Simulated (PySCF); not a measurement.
## Electron correlation in Li⁻ (lithium, charge -1)

[He] 2s2, closed-shell 1S. All numbers are calculated (PySCF 2.14, the spin-free X2C one-electron Hamiltonian (Gaussian nucleus), in aug-cc-pCVTZ-DK with one added diffuse shell each of s, p, d, f type (8s7p5d3f, 75 functions)). Frozen: nothing; 4 electrons correlated.

| level | correlation energy (mhartree) |
| --- | --- |
| CCSD | -68.41 |
| (T) | -0.29 |
| CCSD(T) | -68.70 |

Diagnostics: T1 = 0.044, D1 = 0.0879, largest double amplitude 0.122.

Problem. Is a single reference adequate?

Solution. Not fully. T1 exceeds 0.03, a sign that the reference determinant is poor.
